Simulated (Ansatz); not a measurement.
A first, cheap relaxation of Cl3In (`[Cl][In]([Cl])[Cl]`).

```yaml
crystal:
  periodic: [false, false, false]
  atoms:
    - {symbol: Cl, position_ang: [-0.015400, 0.564600, 2.084100]}
    - {symbol: In, position_ang: [-0.460500, -0.354200, -0.262100]}
    - {symbol: Cl, position_ang: [1.273200, -2.058400, -0.343400]}
    - {symbol: Cl, position_ang: [-0.741900, 1.787700, -1.498800]}
basis:
  gaussian: {orbitals: def2-SVP}
hamiltonian: {xc: pbe, dispersion: d4}
relax: {f_tol: 0.03, max_steps: 200}
```

```sh
$ ansatz run in.yaml --threads 2 --pin off --events-out ev --progress --plain
```

It prints (some lines left out):

```
Functional definition: PBE
mean field -42717.58568171 eV, -1569.8423187832 hartree, gradient 6.2e-5 eV, S^2 0.000000; 2 other end points of the search recorded, 0 dependent functions left out
relax step   1: F+E_penalty+E_count = -42717.72174760 eV  Δ(F+E_penalty+E_count) = +0.000e0 eV  max|allowed force component| = 1.639e0 eV/Å  Δτ_max = 0.0000 Å  (60 SCF iters, accepted)
mean field -42718.17763792 eV, -1569.8640727726 hartree, gradient 1.4e-5 eV, S^2 0.000000; 0 other end points of the search recorded, 0 dependent functions left out
relax step   2: F+E_penalty+E_count = -42718.31501187 eV  Δ(F+E_penalty+E_count) = -5.933e-1 eV  max|allowed force component| = 9.332e-1 eV/Å  Δτ_max = 0.1948 Å  (31 SCF iters, accepted)
mean field -42718.43895526 eV, -1569.8736760078 hartree, gradient 8.5e-6 eV, S^2 0.000000; 0 other end points of the search recorded, 0 dependent functions left out
relax step   3: F+E_penalty+E_count = -42718.57369945 eV  Δ(F+E_penalty+E_count) = -2.587e-1 eV  max|allowed force component| = 4.659e-1 eV/Å  Δτ_max = 0.1949 Å  (30 SCF iters, accepted)
mean field -42718.56598115 eV, -1569.8783441232 hartree, gradient 8.9e-6 eV, S^2 0.000000; 0 other end points of the search recorded, 0 dependent functions left out
relax step   4: F+E_penalty+E_count = -42718.69953495 eV  Δ(F+E_penalty+E_count) = -1.258e-1 eV  max|allowed force component| = 7.920e-2 eV/Å  Δτ_max = 0.2000 Å  (30 SCF iters, accepted)
mean field -42718.57158152 eV, -1569.8785499331 hartree, gradient 2.3e-5 eV, S^2 0.000000; 0 other end points of the search recorded, 0 dependent functions left out
relax step   5: F+E_penalty+E_count = -42718.70507304 eV  Δ(F+E_penalty+E_count) = -5.538e-3 eV  max|allowed force component| = 6.777e-3 eV/Å  Δτ_max = 0.0510 Å  (25 SCF iters, accepted)
mean field -42718.57158152 eV, -1569.8785499331 hartree, gradient 2.3e-5 eV, S^2 0.000000; 1 other end points of the search recorded, 0 dependent functions left out
Total energy: -42718.70511675 eV, -1569.8834572623 hartree
Atom 0 at    -0.208062     0.532086     2.259624 Å, force     0.001675     0.001984     0.002726 eV/Å
Atom 1 at     0.016571    -0.013943    -0.006311 Å, force    -0.006777    -0.002146     0.000111 eV/Å
Atom 2 at     1.036946    -2.028193    -0.626808 Å, force     0.001795     0.001487    -0.002419 eV/Å
Atom 3 at    -0.790056     1.449749    -1.646705 Å, force     0.003307    -0.001325    -0.000419 eV/Å
Dipole moment:     0.002852     0.001047    -0.001710 e Å
```

Run time 4 s (2 threads of a server CPU on a shared host); peak host memory 0.15 GiB.
